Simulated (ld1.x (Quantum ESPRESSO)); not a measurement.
## Configuration tests for tin (Sn) (TM semilocal)

Sn, norm-conserving Troullier–Martins (semilocal form), made with ld1.x (Quantum ESPRESSO) 7.5 (LDA (PZ), scalar-relativistic). Core [Ar] 3d10 4s2, reference 4p6 4d10 5s2 5p2. Waves: 5s (bound): rc 2.00 bohr; 4d (bound): rc 1.10 bohr; 4p (bound): rc 1.40 bohr. Local part: the p channel. Core correction: none.

Occupied shells without a wave of their own: 5p. They enter only through the test configuration that unscreens the potential.

Energies are relative to the spin-unpolarised reference configuration 4p6 4d10 5s2 5p2; without spin polarisation the order of configurations can differ from experiment. Spin-polarised rows fill each open shell by Hund’s rule, majority spin first.

```csv
valence configuration,charge,ΔE all-electron (eV),error AE − PS (meV)
4p6 4d10 5s2 5p1,+1,7.098,-455
4p6 4d10 5s2 5p0,+2,21.362,-1184
4p6 4d10 5s1 5p0,+3,52.813,-1586
4p6 4d10 5s2 5p2.3,-0.3,-0.899,+87
4p6 4d10 5s2 5p1.5,+0.5,2.716,-195
4p6 4d10 5s1 5p2,+1,14.833,-39
4p6 4d10 5s2 5p2 (spin-polarised),0,-0.475,+5.2
4p6 4d10 5s2 5p1 (spin-polarised),+1,6.945,-455
```

Question: What are ΔE and the potential's error for 4p6 4d10 5s1 5p3?

Answer: ΔE = 7.075 eV all-electron; the error (AE − PS) is +353 meV.

The 5p level has no wave, so the channel is fitted at the deeper level alone: the likely source of the large errors.

The potential misses its own reference levels by up to 0.3 eV.
